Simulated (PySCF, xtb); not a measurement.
CH7AlOP2, SMILES C[O][Al]([PH2])[PH2].

GFN2-xTB (xtb) at its own geometry gives an orbital gap of 2.89 eV and a dipole moment of 1.69 D.

The structure is a stationary point at PBE0-D3(BJ)/def2-SVP. The values are those of a single conformer.

Q: What does B3LYP/def2-TZVP (PySCF) give? (An estimate is asked for; the answer gives what the named calculation found.)

A: gap 5.63 eV (levels -6.67 and -1.04 eV), dipole 1.39 D.
